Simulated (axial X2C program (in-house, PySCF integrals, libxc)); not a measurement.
# HHfH⁻: properties at the nuclei

Calculated with an in-house all-electron X2C program for linear molecules (integrals from PySCF): two-component X2C with atomic mean-field Coulomb and Gaunt terms, Gaussian nuclei, basis H dyall-v3z, Hf dyall-v3z with contracted cores.

H–Hf–H held linear, with bonds 1.958 and 1.958 Å (near the PBE0 minimum at charge -1 of the determinant lowest at the starting distance; the state shown can have its own minimum elsewhere, held linear; other orders of the atoms were not compared).

Input and command:
```json
{"zs": [1, 72, 1], "q": -1, "bas": ["dyall-v3z", "dyall-v3z", "dyall-v3z"], "r0": [1.84, 1.84], "symm": 1, "scan": ["PBE0", "HF", "TPSSh"], "levels": ["PBE0", "HF", "r2SCAN"], "nst": 2}
```
```bash
python solin.py task.json out
```

Keys: zs atomic numbers; q charge; bas basis sets; r0 starting distance in Å; symm equal bonds; scan levels of the two-bond scan; levels methods; nst determinants followed.

Determinant lowest in the PBE0 search, Ω = 3/2 (⟨Sz⟩ = -0.47, ⟨Lz⟩ = 1.97 at PBE0), spin on the atoms H -0.03, Hf -0.42, H -0.03:

```csv
level,A∥/gI H (MHz),qzz H (a.u.),A∥/gI Hf (MHz),qzz Hf (a.u.)
PBE0,1.76,0.05,356,-9.70
HF,2.62,0.06,-367,-11.08
r2SCAN,2.16,0.05,59.5,-9.54
```

Determinant 0.33 eV from it at PBE0 and this distance, Ω = 5/2 (⟨Sz⟩ = 0.51, ⟨Lz⟩ = 1.99 at PBE0), spin on the atoms H 0.03, Hf 0.46, H 0.03:

```json
{"level": "PBE0", "A∥/gI H (MHz)": "1.05", "qzz H (a.u.)": "0.05", "A∥/gI Hf (MHz)": "352", "qzz Hf (a.u.)": "-9.99"}
{"level": "HF", "A∥/gI H (MHz)": "0.36", "qzz H (a.u.)": "0.06", "A∥/gI Hf (MHz)": "655", "qzz Hf (a.u.)": "-11.17"}
{"level": "r2SCAN", "A∥/gI H (MHz)": "0.899", "qzz H (a.u.)": "0.05", "A∥/gI Hf (MHz)": "578", "qzz Hf (a.u.)": "-9.97"}
```

A∥ (defined per Ω) follows by multiplying with gI = μI/(I μN); qzz is the electric field gradient, eQq0 = 234.96 MHz × Q/barn × qzz. The operators were transformed with the bare-nucleus X2C matrices; with these basis sets, hyperfine constants and field gradients can be off by tens of per cent, and where levels differ in sign neither size nor sign is settled.

Task: With gI(1H) = 5.5857, Q(177Hf) = 3.365 barn (g factors from the IAEA table of nuclear moments by Stone; Q from Pyykkö, Mol. Phys. 2018), turn the PBE0 values of the first state into constants in MHz.

Result: A∥(1H) = 1.76 × 5.5857 = 9.83 MHz; eQq0(177Hf) = 234.96 × (3.365) × (-9.70) = -7670 MHz.

The molecule was held linear; bending was not examined, so a bent shape may lie lower.

Each state is one determinant with collinear spin. Unrestricted Hartree–Fock can overshoot spin polarisation at the nuclei. For an anion, determinants above electron detachment, or with a positive highest level, are held by the basis set. The search compared states at one distance, so a state with another bond length can lie lower. Where a field gradient or hyperfine factor spreads by more than a factor of two over the levels, a constant derived from it is not to be relied on. PBE0 term energies can be off by some tenths of an eV.
